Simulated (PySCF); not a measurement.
**Excitation energies in several basis sets**

Species: C3H11AlS2.
SMILES with atom numbers: `[CH3:1][S:2][AlH2-:3][S+:4]([CH3:5])[CH3:6]` (hydrogens: H7, H8, H9 on C1; H10, H11 on Al3; H12, H13, H14 on C5; H15, H16, H17 on C6)

TDDFT with PBE0 (PySCF), vertical singlets, core orbitals frozen in the response, spherical d and f functions. Geometry: PBE0-D3(BJ)/def2-SVP, one conformer, isolated molecule.

| basis | functions | diffuse | S1 (eV) | S2 (eV) | S3 (eV) | S4 (eV) | S5 (eV) | LUMO (eV) | α (au) |
| --- | --- | --- | --- | --- | --- | --- | --- | --- | --- |
| 6-31G* | 118 | no | 5.59 | 5.78 | 5.90 | 6.22 | 6.54 | 0.37 | 91.7 |
| 6-31+G* | 142 | yes | 5.20 | 5.42 | 5.54 | 5.77 | 6.15 | -0.22 | 102.3 |
| def2-SVP | 151 | no | 5.63 | 5.91 | 6.00 | 6.27 | 6.60 | 0.43 | 92.8 |
| def2-SVPD | 226 | yes | 5.34 | 5.54 | 5.60 | 5.85 | 6.17 | -0.08 | 112.0 |
| aug-cc-pVDZ | 249 | yes | 5.13 | 5.31 | 5.43 | 5.66 | 5.94 | -0.35 | 113.8 |
| def2-TZVP | 270 | no | 5.33 | 5.64 | 5.75 | 5.94 | 6.24 | 0.01 | 106.5 |

Problem. Compare the sets with the largest diffuse one.

Solution. States are compared by their number. Against the largest diffuse basis here (aug-cc-pVDZ, itself not a converged limit), sets without diffuse functions differ by up to 0.50 eV in S1 and 0.66 eV in S5; the smaller diffuse sets differ by up to 0.21 and 0.23 eV. State by state, the largest deviation of a set without diffuse functions is S1 0.50, S2 0.60, S3 0.57, S4 0.61, S5 0.66 eV. The same number needn't mean the same state in each row. Against aug-cc-pVDZ the polarisability deviates by -19% in 6-31G*, -10% in 6-31+G*, -18% in def2-SVP, -2% in def2-SVPD, -6% in def2-TZVP. A single + in a Pople set puts diffuse functions on heavy atoms only.
